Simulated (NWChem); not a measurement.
Everything below was run with NWChem. System: Br2Zn, charge 0, spin multiplicity 1, at a geometry optimised with PBE/def2-SVP. The structure started from a generated list of species. Level: RHF/def2-TZVP.

Job file:

```
start mol
memory heap 200 mb stack 900 mb global 1100 mb
geometry units angstroms nocenter noautoz
  Zn     0.000000     0.000000     0.000000
  Br     0.000000     0.000000     2.238112
  Br     0.000000     0.000000    -2.238112
  symmetry group D2h
end
basis spherical
  * library def2-tzvp
end
scf
  rhf
  nopen 0
  maxiter 100
  thresh 1e-7
  semidirect memsize 60000000 filesize 0
end
task scf energy
```

NWChem printed:

```
             Northwest Computational Chemistry Package (NWChem) 7.3.0
             --------------------------------------------------------

                                NWChem Input Module
                                -------------------

 Scaling coordinates for geometry "geometry" by  1.889725989
 (inverse scale =  0.529177249)

 Turning off AUTOSYM since
 SYMMETRY directive was detected!

                             Geometry "geometry" -> ""
                             -------------------------

 Output coordinates in angstroms (scale by  1.889725989 to convert to a.u.)

  No.       Tag          Charge          X              Y              Z
 ---- ---------------- ---------- -------------- -------------- --------------
    1 Zn                  30.0000     0.00000000     0.00000000     0.00000000
    2 Br                  35.0000     0.00000000     0.00000000     2.23811200
    3 Br                  35.0000     0.00000000     0.00000000    -2.23811200

 Effective nuclear repulsion energy (a.u.)     641.3411339163

            Nuclear Dipole moment (a.u.)
            ----------------------------
        X                 Y               Z
 ---------------- ---------------- ----------------
     0.0000000000     0.0000000000     0.0000000000

      Symmetry information
      --------------------

 Group name             D2h
 Group number             26
 Group order               8
 No. of unique centers     2

      Symmetry unique atoms

     1    2


 Summary of "ao basis" -> "" (spherical)
 ------------------------------------------------------------------------------
       Tag                 Description            Shells   Functions and Types
 ---------------- ------------------------------  ------  ---------------------
 *                         def2-tzvp                  on all atoms

 Summary of "ao basis" -> "ao basis" (spherical)
 ------------------------------------------------------------------------------
       Tag                 Description            Shells   Functions and Types
 ---------------- ------------------------------  ------  ---------------------
 Zn                        def2-tzvp                16       48   6s5p4d1f
 Br                        def2-tzvp                16       48   6s5p4d1f

                                 NWChem SCF Module
                                 -----------------

  ao basis        = "ao basis"
  functions       =   144
  atoms           =     3
  closed shells   =    50
  open shells     =     0
  charge          =   0.00
  wavefunction    = RHF
  use symmetry    = T
  symmetry adapt  = T

 Summary of "ao basis" -> "ao basis" (spherical)
 ------------------------------------------------------------------------------
       Tag                 Description            Shells   Functions and Types
 ---------------- ------------------------------  ------  ---------------------
 Zn                        def2-tzvp                16       48   6s5p4d1f
 Br                        def2-tzvp                16       48   6s5p4d1f

      Symmetry analysis of basis
      --------------------------

        ag         35
        au          6
        b1g         9
        b1u        28
        b2g        15
        b2u        18
        b3g        15
        b3u        18

 Forming initial guess at       0.2s

      Superposition of Atomic Density Guess
      -------------------------------------

 Sum of atomic energies:       -6922.60505999

      Non-variational initial energy
      ------------------------------

 Total energy =   -6923.052152
 1-e energy   =  -10929.620529
 2-e energy   =    3365.227243
 HOMO         =      -0.400247
 LUMO         =      -0.045160

      Symmetry analysis of molecular orbitals - initial
      -------------------------------------------------

 !! scf_movecs_sym_adapt:   96 vectors were symmetry contaminated

  Symmetry fudging

 !! scf_movecs_sym_adapt:   96 vectors were symmetry contaminated

  Numbering of irreducible representations:

     1 ag          2 au          3 b1g         4 b1u         5 b2g
     6 b2u         7 b3g         8 b3u

  Orbital symmetries:

     1 b1u         2 ag          3 ag          4 ag          5 b1u
     6 ag          7 b1u         8 b2u         9 b3u        10 b2g
    11 b3g        12 ag         13 b1u        14 b3u        15 b2u
    16 ag         17 b1u        18 ag         19 b1u        20 b3u
    21 b2u        22 b3g        23 b2g        24 ag         25 b1u
    26 b3u        27 b2u        28 ag         29 b1u        30 b2g
    31 b3g        32 b3u        33 b2u        34 ag         35 b1g
    36 b1u        37 au         38 ag         39 b1u        40 b2g
    41 b3g        42 ag         43 ag         44 b1g        45 ag
    46 b1u        47 b3u        48 b2u        49 b2g        50 b3g
    51 ag         52 b3u        53 b2u        54 b1u        55 ag
    56 b3u        57 b2u        58 ag         59 b1u        60 ag

 Starting SCF solution at       5.3s

 ----------------------------------------------
         Quadratically convergent ROHF

 Convergence threshold     :          1.000E-07
 Maximum no. of iterations :          100
 Final Fock-matrix accuracy:          1.000E-09
 ----------------------------------------------

              iter       energy          gnorm     gmax       time
             ----- ------------------- --------- --------- --------
                 1    -6922.7359749785  6.43D-01  2.48D-01      5.4
                 2    -6922.7690267270  3.07D-01  7.79D-02      5.5
                 3    -6922.7733095626  2.45D-02  9.93D-03      5.7
                 4    -6922.7733881795  3.29D-04  1.76D-04      6.0
                 5    -6922.7733881963  7.70D-08  2.42D-08      6.5

       Final RHF  results
       ------------------

         Total SCF energy =  -6922.773388196267
      One-electron energy = -10930.043842204961
      Two-electron energy =   3365.929320092393
 Nuclear repulsion energy =    641.341133916301

        Time for solution =      1.2s

       Symmetry analysis of molecular orbitals - final
       -----------------------------------------------

  Numbering of irreducible representations:

     1 ag          2 au          3 b1g         4 b1u         5 b2g
     6 b2u         7 b3g         8 b3u

  Orbital symmetries:

     1 b1u         2 ag          3 ag          4 b1u         5 ag
     6 ag          7 b1u         8 b3u         9 b2u        10 b2g
    11 b3g        12 ag         13 b3u        14 b2u        15 b1u
    16 b1u        17 ag         18 b1u        19 ag         20 b2g
    21 b3g        22 b3u        23 b2u        24 ag         25 b3u
    26 b2u        27 b1u        28 ag         29 b1u        30 b2g
    31 b3g        32 b3u        33 b2u        34 ag         35 b1g
    36 b1u        37 au         38 ag         39 b1u        40 b3g
    41 b2g        42 ag         43 b1g        44 ag         45 ag
    46 b1u        47 b3u        48 b2u        49 b3g        50 b2g
    51 ag         52 b3u        53 b2u        54 b1u        55 ag
    56 b3u        57 b2u        58 ag         59 b1g        60 ag

             Final eigenvalues
             -----------------

              1
    1 -490.0138
    2 -490.0138
    3 -353.4028
    4  -65.1565
    5  -65.1565
    6  -58.5112
    7  -58.5112
    8  -58.5107
    9  -58.5107
   10  -58.5107
   11  -58.5107
   12  -44.4608
   13  -39.0265
   14  -39.0265
   15  -39.0228
   16   -9.8298
   17   -9.8298
   18   -7.4397
   19   -7.4397
   20   -7.4364
   21   -7.4364
   22   -7.4364
   23   -7.4364
   24   -5.7392
   25   -3.9450
   26   -3.9450
   27   -3.9448
   28   -3.1811
   29   -3.1811
   30   -3.1795
   31   -3.1795
   32   -3.1795
   33   -3.1795
   34   -3.1757
   35   -3.1757
   36   -3.1757
   37   -3.1757
   38   -1.0151
   39   -0.9933
   40   -0.8889
   41   -0.8889
   42   -0.8888
   43   -0.8888
   44   -0.8689
   45   -0.5032
   46   -0.4618
   47   -0.4339
   48   -0.4339
   49   -0.4201
   50   -0.4201
   51    0.0432
   52    0.0668
   53    0.0668
   54    0.1534
   55    0.1900
   56    0.2524
   57    0.2524
   58    0.2909
   59    0.2909
   60    0.3076

                       ROHF Final Molecular Orbital Analysis
                       -------------------------------------

 Vector   48  Occ=2.000000D+00  E=-4.338730D-01  Symmetry=b2u
              MO Center=  6.0D-29, -1.2D-14, -2.8D-16, r^2= 6.1D+00
   Bfn.  Coefficient  Atom+Function         Bfn.  Coefficient  Atom+Function
  ----- ------------  ---------------      ----- ------------  ---------------
    65      0.371410  2 Br py               113      0.371410  3 Br py
    59     -0.238052  2 Br py               107     -0.238052  3 Br py
    68      0.215434  2 Br py               116      0.215434  3 Br py
    62      0.206557  2 Br py               110      0.206557  3 Br py

 Vector   49  Occ=2.000000D+00  E=-4.200919D-01  Symmetry=b3g
              MO Center=  4.2D-29, -1.2D-16,  9.2D-17, r^2= 6.3D+00
   Bfn.  Coefficient  Atom+Function         Bfn.  Coefficient  Atom+Function
  ----- ------------  ---------------      ----- ------------  ---------------
    65      0.375909  2 Br py               113     -0.375909  3 Br py
    59     -0.244242  2 Br py               107      0.244242  3 Br py
    68      0.221917  2 Br py               116     -0.221917  3 Br py
    62      0.214241  2 Br py               110     -0.214241  3 Br py

 Vector   50  Occ=2.000000D+00  E=-4.200919D-01  Symmetry=b2g
              MO Center= -6.0D-16, -3.9D-29,  3.5D-17, r^2= 6.3D+00
   Bfn.  Coefficient  Atom+Function         Bfn.  Coefficient  Atom+Function
  ----- ------------  ---------------      ----- ------------  ---------------
    64      0.375909  2 Br px               112     -0.375909  3 Br px
    58     -0.244242  2 Br px               106      0.244242  3 Br px
    67      0.221917  2 Br px               115     -0.221917  3 Br px
    61      0.214241  2 Br px               109     -0.214241  3 Br px

 Vector   51  Occ=0.000000D+00  E= 4.321613D-02  Symmetry=ag
              MO Center= -5.2D-17, -1.2D-16,  1.7D-14, r^2= 6.4D+00
   Bfn.  Coefficient  Atom+Function         Bfn.  Coefficient  Atom+Function
  ----- ------------  ---------------      ----- ------------  ---------------
     6      1.445466  1 Zn s                 54     -0.537436  2 Br s
   102     -0.537436  3 Br s                 69      0.374322  2 Br pz
   117     -0.374322  3 Br pz                66      0.186200  2 Br pz
   114     -0.186200  3 Br pz

 Vector   52  Occ=0.000000D+00  E= 6.676309D-02  Symmetry=b3u
              MO Center=  3.1D-15,  4.1D-30,  2.6D-18, r^2= 6.7D+00
   Bfn.  Coefficient  Atom+Function         Bfn.  Coefficient  Atom+Function
  ----- ------------  ---------------      ----- ------------  ---------------
    19      1.032355  1 Zn px                67     -0.317190  2 Br px
   115     -0.317190  3 Br px                16      0.226551  1 Zn px

 Vector   53  Occ=0.000000D+00  E= 6.676309D-02  Symmetry=b2u
              MO Center= -1.2D-29, -8.2D-16,  5.8D-17, r^2= 6.7D+00
   Bfn.  Coefficient  Atom+Function         Bfn.  Coefficient  Atom+Function
  ----- ------------  ---------------      ----- ------------  ---------------
    20      1.032355  1 Zn py                68     -0.317190  2 Br py
   116     -0.317190  3 Br py                17      0.226551  1 Zn py

 center of mass
 --------------
 x =   0.00000000 y =   0.00000000 z =   0.00000000

 moments of inertia (a.u.)
 ------------------
        2859.089523590743           0.000000000000           0.000000000000
           0.000000000000        2859.089523590743           0.000000000000
           0.000000000000           0.000000000000           0.000000000000

  Mulliken analysis of the total density
  --------------------------------------

    Atom       Charge   Shell Charges
 -----------   ------   -------------------------------------------------------
    1 Zn  30    29.21   2.00  2.00  1.18  0.80  0.53  0.07  5.99  4.78  1.24  0.46  0.06  5.48  3.39  1.12  0.12  0.00
    2 Br  35    35.39   2.00  2.00  1.16  0.78  0.98  1.01  6.00  5.94  1.24  2.86  1.39  8.98  1.02 -0.01  0.03  0.00
    3 Br  35    35.39   2.00  2.00  1.16  0.78  0.98  1.01  6.00  5.94  1.24  2.86  1.39  8.98  1.02 -0.01  0.03  0.00

       Multipole analysis of the density wrt the origin
       ------------------------------------------------

     L   x y z        total         open         nuclear
     -   - - -        -----         ----         -------
     0   0 0 0     -0.000000      0.000000    100.000000

     1   1 0 0     -0.000000      0.000000      0.000000
     1   0 1 0      0.000000      0.000000      0.000000
     1   0 0 1     -0.000000      0.000000      0.000000

     2   2 0 0    -37.331033      0.000000      0.000000
     2   1 1 0     -0.000000      0.000000      0.000000
     2   1 0 1      0.000000      0.000000      0.000000
     2   0 2 0    -37.331033      0.000000      0.000000
     2   0 1 1      0.000000      0.000000      0.000000
     2   0 0 2    -45.592139      0.000000   1252.158607

 Task  times  cpu:        6.6s     wall:        6.6s

 Total times  cpu:        6.6s     wall:        6.6s
```
